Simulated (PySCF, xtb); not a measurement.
C₃H₈N₂Si, SMILES C[Si@]1(N)C=NC1. The values are those of a single conformer.

Harmonic wavenumbers (cm⁻¹) from GFN2-xTB (xtb) at its own minimum, in rising order: 100, 107, 130, 181, 189, 230, 364, 410, 504, 629, 682, 738, 797, 819, 826, 847, 863, 928, 1001, 1091, 1159, 1220, 1369, 1457, 1484, 1484, 1503, 1633, 2964, 2983, 3037, 3044, 3055, 3059, 3478, 3520.

Q: What does PySCF with PBE-D3(BJ)/def2-SVP give at its own minimum? (An estimate is asked for; the answer gives what the named calculation found.)

A: 106, 139, 152, 206, 235, 280, 357, 366, 468, 622, 640, 678, 745, 756, 786, 839, 868, 877, 931, 1092, 1130, 1211, 1228, 1365, 1380, 1383, 1490, 1559, 2974, 2982, 3027, 3034, 3071, 3084, 3494, 3593. Paired by order, the mean absolute difference is 39 cm⁻¹ and the zero-point energies are 68.5 and 67.4 kcal/mol.
